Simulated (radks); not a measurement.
Question: Successive ionisation energies (eV) of one element, from differences of total energies of ions in their ground configurations, starting at charge 44: 2256.5, 2322.3, 2388.7, 2641.3, 2705.9, 2770.8, 2835.9, 3085.8, 3155.5, 3340.0, 3406.6, 5593.5, 5743.3, 5894.5, 6047.3, 6201.4, 6357.0, 6646.2, 6808.9, 6973.0, 7138.5, 7581.3. Method: Dirac Kohn-Sham, relativistic LDA (MacDonald-Vosko exchange, VWN5 correlation), spin-unpolarised, spherical densities, finite nucleus; open shells fill j = l - 1/2 first; Fermi nuclear charge, rms radius 5.5211 fm; computed with a radial shooting solver on a logarithmic mesh with Libxc functionals. Which element is it?

Answer: Bismuth (Z = 83). The first species listed is Bi44+ in [Kr] 4d3, the last Bi65+ in [Ar].
